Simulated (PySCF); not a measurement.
Excitations are Tamm–Dancoff values on a coarser integration grid. The basis has no diffuse functions, so Rydberg states are missing or too high.

C3H9Al, SMILES `[CH3][Al]([CH3])[CH3]` (charge 0, multiplicity 1)

These are r2SCAN-D4/def2-TZVP run with PySCF values and carry that method's errors.

```json
{
  "HOMO": "-6.54 eV",
  "dipole_moment": "0.00 D",
  "HOMO–LUMO gap": "5.77 eV",
  "LUMO": "-0.77 eV",
  "S1 excitation (TDA)": "5.75 eV",
  "S1 oscillator strength": "0.000",
  "brightest of the four lowest singlets (TDA)": "6.91 eV",
  "T1 excitation (TDA)": "5.36 eV",
  "S1–T1 gap (TDA)": "0.39 eV",
  "total_energy": "-362.1292 Ha",
  "cost": "around 18 core-minutes (rough)"
}
```

```xyz
13

C      1.9107    -0.4398     0.0925
Al     0.0031    -0.0002     0.0667
C     -0.5751     1.8639     0.2078
C     -1.3335    -1.4237    -0.0669
H      2.5533     0.4084    -0.1599
H      2.2072    -0.7670     1.0976
H      2.1622    -1.2664    -0.5792
H     -1.5917     1.9729     0.5963
H      0.0924     2.4672     0.8308
H     -0.5705     2.3339    -0.7843
H     -1.7138    -1.6773     0.9311
H     -2.2075    -1.1221    -0.6529
H     -0.9424    -2.3502    -0.4962
```
